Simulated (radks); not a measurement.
Results of a calculation; reference values are marked as such.
Task: Br30+, 5 electrons, occupied as [He] 2s2 2p1 (the NIST ground configuration). Code: a radial shooting solver on a logarithmic mesh with Libxc functionals. Model: Dirac Kohn-Sham, LDA (Slater exchange, Perdew-Wang correlation), spin-unpolarised, spherical densities, finite nucleus; open shells fill j = l - 1/2 first; Fermi nuclear charge, rms radius 4.1629 fm. Some entries of the table are withheld. Estimate them.

orbital,occ.,eigenvalue (eV),<r> (bohr)
1s1/2,2,-15492.44,(1)
2s1/2,2,(2),0.1768
2p1/2,1,(3),0.1493
2p3/2,0,(4),0.1526
3s1/2,0,-1495.166,0.4113
3p1/2,0,(5),0.3867
3p3/2,0,(6),0.3914
3d3/2,0,-1420.491,(7)
3d5/2,0,-1415.955,(8)

Result: 
(1) 1s1/2 <r> (bohr): 0.04260
(2) 2s1/2 eigenvalue (eV): -3537.259
(3) 2p1/2 eigenvalue (eV): -3445.384
(4) 2p3/2 eigenvalue (eV): -3388.014
(5) 3p1/2 eigenvalue (eV): -1465.827
(6) 3p3/2 eigenvalue (eV): -1449.708
(7) 3d3/2 <r> (bohr): 0.3331
(8) 3d5/2 <r> (bohr): 0.3347
